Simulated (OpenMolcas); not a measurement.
## Co2+: effect of the metal basis

Co2+ with its 6 nearest fluoride ions at 2.031 Å, on the Mg site of KMgF3 (a = 3.973 Å, distance in the model lattice 1.986 Å). The rest of the host is ab initio model potentials to 7.6 Å and point charges beyond; the distance is set by hand and nothing relaxes.

* Program: OpenMolcas
* Method: CASSCF
* Spin-orbit coupling: state interaction with AMFI integrals over the reference wave functions

Fixed: ligand basis ANO-RCC-VDZP, active space 7 electrons in 5 orbitals (3d), DKH2 Hamiltonian.

States (labels of O, the rotations of Oh). Energies in cm-1 above the lowest state or level, χT in cm3 K/mol; under a threefold ground state the first gap can be a small split of the lowest multiplet, not the spin-orbit step; 10Dq and B are least-squares fits to the states below 45000 cm-1, weighted by degeneracy, with a free offset, and given where the rms deviation is under 5 % of |10Dq| (or 100 cm-1) and under 700 cm-1.

```json
{"Run": "A", "Metal basis": "ANO-RCC-VDZP", "Ground state": "4T1", "First state of that spin": "4T2 6559", "10Dq": "7406", "B (rms of fit)": "1214 (125)", "First gap with spin-orbit (degeneracies)": "359.6 (2, 4)", "χT at 300 K": "3.570", "First state of another spin": "2E 14772", "Cost": "roughly 19 core-seconds"}
{"Run": "B", "Metal basis": "ANO-RCC-VTZP", "Ground state": "4T1", "First state of that spin": "4T2 6074", "10Dq": "6867", "B (rms of fit)": "1217 (123)", "First gap with spin-orbit (degeneracies)": "358.8 (2, 4)", "χT at 300 K": "3.599", "First state of another spin": "2E 15285", "Cost": "roughly 28 core-seconds"}
```

Against A, |10Dq| changes by -7.3 % in B.

Costs are those of the RASSCF and RASSI steps.

An orbital triplet at a regular site is open to Jahn-Teller coupling, which can distort the site and quench the lowest spin-orbit gaps and is left out. Without dynamic correlation the repulsion within the d shell is too large (B by tens of per cent), so at a given field states of lower spin stand too high. Ligand-to-metal charge-transfer states are missing. With no ligand orbital active B as a rule stays too high, so bands that hang on it stand too high and its fall with covalency is understated. With metal d orbitals alone and no dynamic correlation 10Dq can be off by a tenth to a fifth, either way, in oxide and fluoride hosts. No measured value stands beside these numbers; the geometry was set by hand and not optimised.
